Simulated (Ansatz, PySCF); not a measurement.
This Ansatz (a quantum-chemistry and plane-wave program) input computes a SVWN5/def2-TZVPD energy:

Ansatz 0.2 input:
```yaml
crystal:
  periodic: [false, false, false]
  atoms:
    - {symbol: Pb, position_ang: [0.01300960, 0.01244349, 0.01318078]}
    - {symbol: H, position_ang: [1.00984036, -1.03472481, -1.05222880]}
    - {symbol: H, position_ang: [-1.01715676, 1.05515155, -1.02453197]}
    - {symbol: H, position_ang: [-1.05947085, -1.04079298, 0.99593670]}
basis:
  gaussian:
    orbitals: def2-TZVPD
hamiltonian:
  xc: {name: SVWN5}
magnetization: {spin_polarized: true, initial_magnetization: 1}
output: {forces: true}
```

Write an input for the same energy in PySCF and say what it gives.


```python
from pyscf import gto, scf, dft

mol = gto.M(
    atom='''
    Pb    0.01300960    0.01244349    0.01318078
    H     1.00984036   -1.03472481   -1.05222880
    H    -1.01715676    1.05515155   -1.02453197
    H    -1.05947085   -1.04079298    0.99593670
    ''',
    basis='def2-tzvpd',
    ecp='def2-tzvp',
    charge=0,
    spin=1,
    verbose=4,
)

mf = dft.UKS(mol, xc='svwn').density_fit(auxbasis='def2-universal-jkfit')
mf.grids.level = 3
mf.conv_tol = 1e-9
mf.max_cycle = 100
mf.max_memory = 1500
mf.kernel()
if not mf.converged:
    mf = mf.newton()
    mf.kernel(mf.make_rdm1())
for _ in range(2):
    mo, _, stable, _ = mf.stability(return_status=True)
    if stable:
        break
    mf.kernel(mf.make_rdm1(mo, mf.mo_occ))
mf.analyze()
```
It gives -194.29503 Eh, and Ansatz -194.29500 Eh, a difference of 0.03 mEh, from the treatment of integrals and grids.
